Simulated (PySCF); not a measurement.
Deuteron quadrupole couplings in `CC[C@@H]1CCCC[Se][C@@H]1C`

C₉H₁₈Se.
Structure used (PBE0-D3(BJ)/def2-SVP), in Å, numbered top down from 1:
```
atom  x, y, z in Å
C1    -3.0564   -0.9371    0.9437
C2    -2.0607    0.2133    0.9119
C3    -0.9431    0.0766   -0.1258
C4    -0.2046   -1.2567    0.0501
C5     1.1218   -1.4515   -0.6962
C6     2.3778   -1.1423    0.1213
C7     2.6722    0.3206    0.4031
Se8    1.2790    1.3111    1.3496
C9    -0.0082    1.2940   -0.1460
C10   -0.7188    2.6359   -0.2249
H11   -3.4847   -1.1246   -0.0548
H12   -2.6006   -1.8765    1.2901
H13   -3.8922   -0.7120    1.6232
H14   -1.5925    0.3308    1.9063
H15   -2.6144    1.1462    0.7231
H16   -1.4192    0.0678   -1.1281
H17   -0.0221   -1.4072    1.1284
H18   -0.8973   -2.0579   -0.2491
H19    1.1299   -0.8773   -1.6399
H20    1.1910   -2.5069   -1.0036
H21    2.3143   -1.6873    1.0786
H22    3.2555   -1.5558   -0.4075
H23    3.5693    0.4184    1.0328
H24    2.8723    0.8739   -0.5286
H25    0.6428    1.2055   -1.0288
H26   -0.0021    3.4426   -0.4334
H27   -1.2385    2.8897    0.7110
H28   -1.4724    2.6240   -1.0302
```

Level: PBE0/pcSseg-1 (PySCF, non-relativistic); Q(2H) = 0.00286 b; rigid geometry, the same for H and D, with no vibrational averaging.

Question: Rank these positions by the coupling χzz of a deuteron there, largest first.
A. H19 (methylene hydrogen)
B. H16 (methine hydrogen)
C. H11 (methyl hydrogen)

Answer: C (195 kHz), A (191 kHz), B (184 kHz).

Give the electric field gradient Vzz (the principal value of largest size), its asymmetry and the 2H coupling at each hydrogen.

```csv
atom,bonded to,bond length (Å),Vzz (au),η,χzz (kHz)
H11,C1,1.103,0.2898,0.02,195
H12,C1,1.100,0.2928,0.02,197
H13,C1,1.100,0.2935,0.02,197
H14,C2,1.105,0.2786,0.02,187
H15,C2,1.101,0.2873,0.04,193
H16,C3,1.110,0.2732,0.01,184
H17,C4,1.104,0.2800,0.06,188
H18,C4,1.101,0.2889,0.04,194
H19,C5,1.105,0.2838,0.02,191
H20,C5,1.101,0.2876,0.03,193
H21,C6,1.103,0.2825,0.03,190
H22,C6,1.105,0.2823,0.03,190
H23,C7,1.100,0.2895,0.03,195
H24,C7,1.102,0.2864,0.01,192
H25,C9,1.101,0.2846,0.01,191
H26,C10,1.099,0.2937,0.02,197
H27,C10,1.100,0.2908,0.02,195
H28,C10,1.103,0.2888,0.02,194
```

How does χzz go with the bond length over the 18 C–H bonds?

A straight-line fit has a slope of -12.7 kHz for each 0.01 Å, with a correlation coefficient of -0.90, over lengths from 1.099 to 1.110 Å. The longer bonds have the smaller couplings here.

One conformer (not necessarily the lowest) at the PBE0-D3(BJ)/def2-SVP geometry, without solvent, vibrations or thermal averaging. The calculation is non-relativistic, for selenium too. The small basis limits the accuracy of the gradients.
